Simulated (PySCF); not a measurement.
A structure optimised at B3LYP-D3(BJ)/def2-SVP, used in a PySCF frequency run:

```
P
Si 1 2.2712
H 2 1.4902 1 109.41
H 2 1.4941 3 109.06 1 -119.45
H 2 1.4943 3 109.13 4 -118.29
Si 1 2.2712 2 94.76 3 167.30
H 6 1.4902 1 109.41 2 167.30
H 6 1.4941 7 109.06 1 -119.45
H 6 1.4943 7 109.13 8 -118.29
```
Charge 0, spin multiplicity 2.

Question: Write its SMILES, formula and point group.

Answer: [SiH3][P][SiH3], H₆PSi₂, C2

Question: What are its rotational constants (standard atomic weights)?

Answer: 8.2905, 2.6475, 2.1057 GHz
